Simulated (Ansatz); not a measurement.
`[F][Hf]([Cl])([Cl])[Br]` + NH₃ → `[NH2][Hf]([F])([Cl])[Br]` + HCl at 400 K and 1 bar (ligand exchange at the Hf–Cl bond).

Program: Ansatz. Geometries: PBE0-D4/def2-TZVP. ΔE: electronic, gas phase. CCSD(T)/CBS adds triple-zeta CCSD(T) − MP2 to the extrapolated MP2 energy (def2 sets, frozen cores). This one scheme is used for every species. Elements past krypton have def2 core potentials. For Br, Hf outer-core shells are correlated without core-valence functions, which leaves a few kJ/mol of doubt a bond. Scalar relativity is left out up to krypton. Each species was taken in one conformer, which may not be the lowest.

```csv
species,CCSD(T)/CBS energy (Eh),H − E (kJ/mol),S (J/(mol·K))
`[F][Hf]([Cl])([Cl])[Br]`,-3640.88543,46.3,425.0
NH₃,-56.50880,104.2,203.1
`[NH2][Hf]([F])([Cl])[Br]`,-3236.98040,111.3,438.2
HCl,-460.38127,29.6,195.4
```

H − E and S are ideal-gas, rigid-rotor, harmonic terms from PBE0-D4/def2-TZVP, for one conformer and one mirror image of each species. 1 Eh = 2625.50 kJ/mol, R = 8.31446 J/(mol·K).

Task: By hand: ΔE, ΔH, ΔS and ΔG.

Result: ΔE = (-3236.98040) + (-460.38127) − (-3640.88543) − (-56.50880) = 0.03256 Eh = 85.5 kJ/mol. Δ(H − E) = 111.3 + 29.6 − 46.3 − 104.2 = -9.6, so ΔH = 75.9 kJ/mol. ΔS = 438.2 + 195.4 − 425.0 − 203.1 = 5.5 J/(mol·K). ΔG = 75.9 − 400 × (5.5)/1000 = 73.7 kJ/mol.

Task: By hand: the equilibrium constant, and the temperature at which ΔG would vanish if ΔH and ΔS stayed fixed.

Result: log₁₀ K = −ΔG/(RT ln 10) = -9.6. ΔG = 0 at ΔH/ΔS = 13800 K, far beyond where these terms or the molecules hold.

The number of gas molecules stays the same, so ΔS is small and ΔH decides. A doubt of 5 kJ/mol in ΔE shifts log₁₀ K by 0.7 here. Other conformers and mirror images would add mixing entropy, several J/(mol·K) or more a flexible species. These are equilibria of isolated gas molecules and say nothing of rates. Largest T1 diagnostic: 0.013 (customary marks: 0.02 for closed shells, 0.045 for open ones).
